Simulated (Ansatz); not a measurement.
`[Cl][Ge]([Cl])([Cl])[c]1ccccc1`, charge 0, multiplicity 1.

(1) Give a relaxed structure at PBE0-D4/def2-TZVP (the Gaussian-basis code of Ansatz). (Best estimate.)

Answers

(1) Ansatz gave: 
```xyz
15

Cl    3.268    1.731   -0.767
Ge    1.271    2.074   -0.095
Cl    1.417    3.004    1.823
Cl    0.349    3.492   -1.398
C     0.270    0.434   -0.038
C    -1.108    0.456   -0.230
C    -1.831   -0.725   -0.160
C    -1.181   -1.922    0.102
C     0.193   -1.944    0.291
C     0.922   -0.767    0.222
H    -1.617    1.389   -0.444
H    -2.903   -0.709   -0.312
H    -1.748   -2.844    0.155
H     0.701   -2.880    0.491
H     1.997   -0.789    0.361
```
Point group Cs.
This is one stationary point; other conformers may exist.
